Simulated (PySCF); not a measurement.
A survey of $^{33}$S NMR shifts

- geometry: GFN2-xTB
- NMR shieldings at PBE0/pcSseg-1/GIAO
- program: PySCF
- gas phase, non-relativistic Hamiltonian, one conformer, averaged over atoms made equivalent by symmetry, fast rotation or ring inversion

Shieldings were converted by a linear fit to measured shifts: $^{33}$S (scatter 33.3 ppm rms vs sulfate, solution or neat liquid). Occasional misses reach two or three times the rms, and more in compound classes unlike the fitted ones.

**Question.** Give the $^{33}$S shifts of `C#CC[C@H]1CCS[SiH2]1`.

**Answer.** 
| compound | environment | δ (ppm) |
| --- | --- | --- |
| C#CC[C@H]1CCS[SiH2]1 | sulfur bonded to C, Si, in a 5-membered ring | -466 |

**Question.** Order these by $^{33}$S shift, lowest first.
A. C=CCC(=C=S)[SiH2]C
B. CC(=S)CC[SiH2]C(Cl)Cl
C. C1=C(C2CCC2)S[SiH2]1
D. C#C[SiH2]/C(C)=C\SC
E. CS[Si@H](C)C(C)(C)C

**Answer.** E (-502 ppm, sulfur bonded to C, Si), C (-376 ppm, sulfur bonded to C, Si, in a 4-membered ring), D (-304 ppm, sulfide sulfur), A (-114 ppm, thione sulfur), B (626 ppm, thione sulfur).
